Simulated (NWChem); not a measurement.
A series in which one site is exchanged, each optimised at B3LYP/6-31G* with NWChem, gas phase unless a solvent is named. Pople sets run with spherical d functions. This build's default masses of Se (78.918 u) and Br (79.917 u) are each other's, which moves their modes by up to 0.6 %.

A: C=C=C(C)Br (C₄H₅Br; site = Br)
B: C(F)(C)=C=C (C₄H₅F; site = F)
C: C=C=C(C)Cl (C$_{4}$H$_{5}$Cl; site = Cl)
D: C(=CC)=C (C4H6; site = H)

```json
[
 {"quantity": "orbital gap (eV), B3LYP/6-31G*", "A": "5.61", "B": "___", "C": "6.10", "D": "7.37"},
 {"quantity": "highest harmonic frequency (cm⁻¹), B3LYP/6-31G*", "A": "3211", "B": "___", "C": "3207", "D": "3207"},
 {"quantity": "static polarisability, PBE0/def2-SVPD (bohr³)", "A": "76.6", "B": "___", "C": "68.1", "D": "53.2"}
]
```

Problem. Some entries are withheld; supply them.

Solution. 
- orbital gap (eV), B3LYP/6-31G*, B: 6.43
- highest harmonic frequency (cm⁻¹), B3LYP/6-31G*, B: 3193
- static polarisability, PBE0/def2-SVPD (bohr³), B: 53.6
